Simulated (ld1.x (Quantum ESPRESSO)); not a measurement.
## C (Z = 6): excitation energies, all-electron against TM

* Element: C (Z = 6)
* Generator: ld1.x (Quantum ESPRESSO) 7.5
* Type: norm-conserving Troullier–Martins (Kleinman–Bylander form)
* Functional: PBE
* Relativity: non-relativistic
* Frozen core: [He]
* Valence charge: 4
* Reference configuration: 2s1.75 2p2.25
* Partial waves: 2s (bound): rc 1.30 bohr; 2p (bound): rc 1.90 bohr; 3d channel at 0.15 Ry: rc 1.95 bohr
* Local potential: all-electron potential smoothed inside 1.55 bohr (lloc = -2)
* Core correction: Bessel-smoothed model core inside 0.65 bohr

Energies are relative to the spin-unpolarised reference configuration 2s1.75 2p2.25; without spin polarisation the order of configurations can differ from experiment.

```json
{"valence configuration": "2s2 2p2", "charge": "0", "ΔE all-electron (eV)": "-2.113", "error AE − PS (meV)": "0.0"}
{"valence configuration": "2s2 2p0", "charge": "+2", "ΔE all-electron (eV)": "32.911", "error AE − PS (meV)": "+241"}
{"valence configuration": "2s1 2p0", "charge": "+3", "ΔE all-electron (eV)": "81.084", "error AE − PS (meV)": "+482"}
{"valence configuration": "2s1 2p3", "charge": "0", "ΔE all-electron (eV)": "6.349", "error AE − PS (meV)": "+0.8"}
{"valence configuration": "2s1 2p2", "charge": "+1", "ΔE all-electron (eV)": "17.488", "error AE − PS (meV)": "-19"}
{"valence configuration": "2s2 2p1.5", "charge": "+0.5", "ΔE all-electron (eV)": "1.852", "error AE − PS (meV)": "+5.7"}
```

(1) What are ΔE and the potential's error for 2s2 2p1?

Levels in the configuration 2s1 2p0:

| level | all-electron (eV) | pseudo (eV) |
| --- | --- | --- |
| 2s | -56.080 | -55.784 |

Answers

(1) ΔE = 8.752 eV all-electron; the error (AE − PS) is +28 meV.
